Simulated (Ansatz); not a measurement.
In(OCMe2)H3 (C3H9InO). Charge 0, multiplicity 1. Geometry r2SCAN-D4/def2-SVP, basis def2-TZVP, Ansatz.

```
run  HOMO (eV)  LUMO (eV)
  A      -6.13      -2.72
  B      -6.39      -2.49
  C      -9.47       0.68
  D      -7.27      -1.59
```

In the def2 sets In takes a core potential; there is no spin–orbit coupling.

Question: The runs used PBE, PBE0, r2SCAN, ωB97M-V. Estimate which is which.

Answer: A PBE (0 % exact exchange); B r2SCAN (0 % exact exchange); C ωB97M-V (range-separated); D PBE0 (25 % exact exchange). Exact exchange lowers occupied and raises empty levels; among semilocal functionals meta-GGAs tend to open the gap a little, and such runs are hard to tell apart. The gap grows from 3.41 eV (PBE) to 10.15 eV (ωB97M-V).
